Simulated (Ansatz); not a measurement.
Reaction: AlH3 (SMILES [AlH3]) → AlH3+ (parent SMILES [AlH3], doublet) + e-
Each species at its own B3LYP-D3(BJ)/def2-TZVP minimum (Ansatz, a quantum-chemistry and plane-wave program).

Property: adiabatic ionisation energy (electronic), in eV. Open shells are spin-unrestricted; no spin-orbit coupling. CBS(X,Y): correlation extrapolated as X^-3, Hartree-Fock from the larger set (Q,5: extrapolated as (X+1)exp(-9√X)). A bracket is a step between two methods taken in the basis named. The functionals are non-relativistic, so their misses hold any scalar relativity. Double hybrids freeze cores in their MP2 part. '+ core + X2C': CCSD(T) terms for core correlation (cc-pwCVTZ, 1s frozen past Ne) and scalar relativity (cc-pVTZ-DK). Full CI freezes restricted core orbitals, also for open shells; the composite that ends in it estimates full CI at the basis-set limit. The UHF reference of H3Al+ (parent SMILES [AlH3], doublet) is spin-contaminated (<S^2> up to 0.04 over the pure value in the sets run). The spin of H3Al+ (parent SMILES [AlH3], doublet) was assumed, and the state is the lowest solution found for it.

CCSD(T)/CBS(cc-pV(Q+d)Z,cc-pV(5+d)Z) + [CCSDT(Q) - CCSD(T)]/cc-pV(Q+d)Z + [FCI - CCSDT(Q)]/cc-pV(D+d)Z + core + X2C (Ansatz) gives 10.58 eV.

Task: How far off this value is PBE/def2-TZVPD (Ansatz), in which direction, and how far these levels: r2SCAN/def2-TZVPD, wB97M-V/def2-TZVPD, B2PLYP/def2-TZVPD, CCSD(T)/CBS(cc-pV(Q+d)Z,cc-pV(5+d)Z) + core + X2C?

Result: PBE gives 10.21 eV, 0.37 eV below it. Differences of the others: r2SCAN/def2-TZVPD (Ansatz) -0.32; wB97M-V/def2-TZVPD (Ansatz) -0.10; B2PLYP/def2-TZVPD (Ansatz) -0.18; CCSD(T)/CBS(cc-pV(Q+d)Z,cc-pV(5+d)Z) + core + X2C (Ansatz) 0.00 eV.
